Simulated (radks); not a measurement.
The numbers below are computed, except where a source is named.
Question: Species: neutral nitrogen. Configuration: [He] 2s2 2p2.5 3p0.5 (fractional occupations, a model configuration). Code: a radial shooting solver on a logarithmic mesh with Libxc functionals. Model: Dirac Kohn-Sham, PBEsol, spin-unpolarised, spherical densities, point nucleus; open shells are shared between the two j in proportion to 2j + 1. Some entries of the table are withheld. Estimate them.

orbital      occ.  eigenvalue (eV)  <r> (bohr)
1s1/2           2        -389.1119      0.2302
2s1/2           2              (1)         (2)
2p1/2    0.833333              (3)       1.369
2p3/2     1.66667              (4)       1.371
3s1/2           0              (5)       6.594
3p1/2    0.166667              (6)         (7)
3p3/2    0.333333              (8)         (9)

Answer: 
(1) 2s1/2 eigenvalue (eV): -23.2563
(2) 2s1/2 <r> (bohr): 1.287
(3) 2p1/2 eigenvalue (eV): -11.6689
(4) 2p3/2 eigenvalue (eV): -11.6476
(5) 3s1/2 eigenvalue (eV): -1.6339
(6) 3p1/2 eigenvalue (eV): -0.8185
(7) 3p1/2 <r> (bohr): 9.190
(8) 3p3/2 eigenvalue (eV): -0.8181
(9) 3p3/2 <r> (bohr): 9.193
